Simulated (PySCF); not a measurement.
# LiIn⁺ at B2PLYP

Computed with B2PLYP; basis Li def2-SVPD, In def2-SVPD with ECP28; scalar-relativistic core potentials; PySCF 2.14.

For LiIn⁺, the state is ²Σ⁺ (doublet), unpaired electrons σ ↑, the bond length is 3.217 Å and the harmonic wavenumber is 181 cm⁻¹. The force constant is 0.127 mdyn/Å. The rotational constant Be is 0.2464 cm⁻¹, the anharmonicity ωexe is 1.22 cm⁻¹ and the vibration–rotation constant αe is 0.00353 cm⁻¹. The well depth De to Li⁺ + In is 122 kJ/mol and the dissociation energy D0 is 121 kJ/mol. The bond order (Mayer) is 0.46. The dipole moment (positive dipole points towards In; it is taken about the centre of mass and depends on that origin) is -9.06 D.

Correlated steps freeze 4 core orbitals. Spin–orbit coupling is left out, which matters for elements this heavy, above all for dissociation energies. For an ion De counts to the pair picked by the measured ionisation energies or electron affinities, which need not be the lowest pair at this level. B2PLYP dipoles, levels and charges come from its SCF part alone. The state is the lowest determinant that a PBE0 search found; another state may lie lower at other levels.
